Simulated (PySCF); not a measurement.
## Dipole moment and polarisability of Ge(GeH3)Me3

Compound: Ge(GeH3)Me3, C3H12Ge2.
Geometry (PBE0-D3(BJ)/def2-SVP, Å), atoms numbered from 1 in this order:
```xyz
17
C3H12Ge2 angstrom
Ge    -0.0008    0.0021   -0.1320
Ge    -0.0107   -0.0279    2.2966
H      0.7513    1.1817    2.8798
H      0.6551   -1.3056    2.8517
H     -1.4495    0.0215    2.8548
C      1.8464    0.0161   -0.7852
H      1.8539    0.0163   -1.8862
H      2.3914   -0.8735   -0.4363
H      2.3818    0.9107   -0.4348
C     -0.9279    1.6062   -0.7725
H     -0.9207    1.6310   -1.8731
H     -0.4349    2.5167   -0.4013
H     -1.9739    1.6154   -0.4326
C     -0.9130   -1.5930   -0.8140
H     -1.9557   -1.6266   -0.4656
H     -0.4053   -2.5077   -0.4743
H     -0.9160   -1.5839   -1.9149
```

Level: PBE0/def2-SVPD (PySCF), static field, nuclei fixed, core orbitals frozen in the response. The polarisability tensor in these axes (au):

```
x    99.15  -0.02  -0.09
y    -0.02  99.22  -0.20
z    -0.09  -0.20 116.30
```

**Question.** What are the eigenvalues, a third of the trace, and Δα (Δα² = ½Σ(αi − αj)² over the three pairs)?

**Answer.** Principal values 99.15, 99.23 and 116.30 au; mean 104.89 au = 15.54 Å³ = 17.29 × 10⁻⁴⁰ C²·m²/J; Δα = 17.11 au (16 % of the mean).

**Question.** What is the dipole moment, and where does it point?

**Answer.** (0.01, 0.01, -1.20) D, 1.21 D in size, pointing from the negative to the positive side. Measured along this direction, the outermost atoms are H5, H4 and H3 at the negative end and H7, H17 and H11 at the positive end.

**Question.** In a dilute gas of rigid molecules at 250 K, how does the orientational term μ²/3kT compare with the electronic polarisability?

**Answer.** In Gaussian units μ²/3kT = 14.02 Å³ against 15.54 Å³, a ratio of 0.90; the Debye molar polarisation (4π/3)N_A(α + μ²/3kT) is 74.6 cm³/mol, leaving out the vibrational part.

**Question.** Give the eigenvalues of the traceless quadrupole moment Θ = ½Σq(3rr − r²1), origin at the centre of nuclear charge.

**Answer.** -1.46, 0.73, 0.73 D·Å. The values depend on the origin, since the dipole doesn't vanish. The electronic extent ⟨r²⟩ about the same centre is 1208 bohr², a root-mean-square distance of 1.90 Å for the 94 electrons.

**Question.** Rayleigh depolarisation ratio (linearly polarised light, static tensor)?

**Answer.** ρ = 3Δα²/(45ᾱ² + 4Δα²) = 878.1/(495098 + 1170.8) = 0.00177.

**Question.** Find the Langevin capture rate constant for H3+ (3.023 u) meeting this molecule (195.936 u), k = 2.342 × 10⁻⁹ cm³/s × √(α in Å³ / reduced mass in u).

**Answer.** The reduced mass is 2.98 u, so k = 5.35 × 10⁻⁹ cm³/s. The formula leaves out the permanent dipole, which adds to the capture rate.

**Question.** What molar refraction does this α imply?

**Answer.** Lorentz–Lorenz: R = (4π/3)N_A α = 2.5225 cm³/(mol·Å³) × 15.54 Å³ = 39.2 cm³/mol, in the limit of long wavelengths.

Isolated species at its PBE0-D3(BJ)/def2-SVP geometry, gas phase. The calculation is non-relativistic, for germanium too.
